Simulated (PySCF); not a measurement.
Caution: the highest occupied level lies above zero, so the state may not be bound.  The multiplicity is imposed and other spin states were not computed.

Cartesian coordinates (Å):
```xyz
5

Zr    -0.0328     0.0782     0.0594
Cl    -0.3123    -1.8706     1.4907
Cl     1.7876     1.4876    -0.7324
Cl    -1.0722     1.7035     1.5452
Cl    -0.5264    -1.0174    -2.0581
```
Charge -1, spin multiplicity 2.

Question: What total energy, highest occupied spin orbital, spin population on the central atom (Mulliken) and charge on the central atom (Mulliken) does PySCF with PBE-D3(BJ)/def2-TZVP // TPSS-D3(BJ)/def2-SVP give?

Answer: 
| Property | Result |
|---|---|
| total energy | -1887.5595 Ha |
| highest occupied spin orbital | 0.46 eV |
| spin population on the central atom (Mulliken) | 1.02 |
| charge on the central atom (Mulliken) | 0.85 e |
